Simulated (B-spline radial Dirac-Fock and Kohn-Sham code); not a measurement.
# Cl 2p1/2: cross section and angular parameters

System: atomic chlorine, [Ne] 3s2 3p5; threshold 202.0 eV (tabulated edge). Model: Dirac-Hartree-Slater photoionisation with a Latter tail; cross sections with all multipoles, angular parameters from the dipole term and its interference with E2. Program: a radial finite-basis atomic code.

Input of the calculation (task.json; shells as n, l, electrons):

```json
{"items": [{
  "Z": 17,
  "q": 0,
  "cfg": [[1, 0, 2], [2, 0, 2], [2, 1, 6], [3, 0, 2], [3, 1, 5]],
  "A": 35,
  "rrms": 3.3654,
  "do": "xps",
  "hv": [55.5, 60, 74.7, 80, 100, 182.0, 200, 231.0, 349.0, 370.0, 400, 532.0, 635.0, 800, 801.0, 901.0, 931.0, 1490.0, 1500.0, 2640.0, 2740.0, 4130.0, 5414.7, 5500.0, 5600.0, 7390.0, 7400.0, 8047.8, 12000.0, 13200.0],
  "edges": {"K": 2822.0, "L1": 270.0, "L2": 202.0, "L3": 200.0}
}]}
```

Launch: `python xray2_run.py task.json out`

For linearly polarised light dσ/dΩ = σ/(4π) [1 + β P₂(cos θ) + (δ + γ cos²θ) sin θ cos φ], with θ from the polarisation vector and φ the angle between the beam and the projection of the electron momentum on the plane normal to the polarisation.

```
hν (eV)   σ (kb)      β       γ      δ
    231     1100  0.790  -0.048  0.009
    349      535  1.392   0.036  0.014
    370      469  1.418   0.053  0.014
    400      391  1.444   0.076  0.015
    532      192  1.476   0.174  0.018
    635      121  1.463   0.239  0.021
    800     64.2  1.422   0.327  0.026
    801        ?      ?       ?      ?
    901     46.0  1.391   0.373  0.029
    931     41.8  1.382   0.385  0.030
   1490     10.4  1.211   0.562  0.048
   1500     10.2  1.208   0.565  0.049
   2640     1.68  0.950   0.762  0.090
   2740     1.49  0.933   0.774  0.093
   4130    0.371  0.740   0.901  0.140
 5414.7    0.144  0.622   0.977  0.179
   5500    0.136  0.616   0.982  0.182
   5600    0.128  0.608   0.987  0.185
   7390   0.0474  0.500   1.064  0.233
   7400   0.0472  0.499   1.065  0.233
 8047.8   0.0348  0.469   1.089  0.249
  12000  0.00796  0.343   1.212  0.336
  13200  0.00557  0.317   1.244  0.359
```

Question: Give the values at 801 eV.

Answer: σ = 64.0 kb, β = 1.421, γ = 0.327, δ = 0.026.
